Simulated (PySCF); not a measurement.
Isomers of C4H11NSSi, one GFN2-xTB conformer each. Single-point energies are computed at PBE0/pcSseg-1 (PySCF, gas phase, no added dispersion term), electronic only.

Problem. Rank them by PBE0/pcSseg-1 energy, lowest first (kcal/mol).
A. `[CH3:1][S:2][Si@@H:3]1[CH2:4][CH2:5][CH2:6][NH:7]1` with C1–S2–Si3–C4 -84°, S2–Si3–C4–C5 -143°, Si3–C4–C5–C6 41°, C4–C5–C6–N7 -40°, C5–C6–N7–Si3 20°
B. `[H]/[N:3]=[C:2](/[CH3:1])[CH2:4][CH2:5][S:6][SiH3:7]` with C1–C2–C4–C5 87°, C2–C4–C5–S6 173°, C4–C5–S6–Si7 68°

Solution. A (0.0), B (35.9).

As drawn, the lower has an Si–C bond, which the higher lacks; the higher has a C=N bond, which the lower lacks. GFN2-xTB itself gives, in the same order: 0.0, 22.2. Both levels put the same isomer lowest.

Problem. Which frontier levels, dipoles and rotational constants go with these structures?

Solution. 
```json
{"SMILES": "CS[Si@@H]1CCCN1", "HOMO (eV, PBE0/pcSseg-1)": "-6.51", "LUMO (eV)": "0.46", "dipole (D)": "1.26", "A, B, C (MHz)": "4180, 1038, 916.1"}
{"SMILES": "[H]/N=C(/C)CCS[SiH3]", "HOMO (eV, PBE0/pcSseg-1)": "-6.94", "LUMO (eV)": "-0.20", "dipole (D)": "2.15", "A, B, C (MHz)": "3570, 776.2, 684.3"}
```
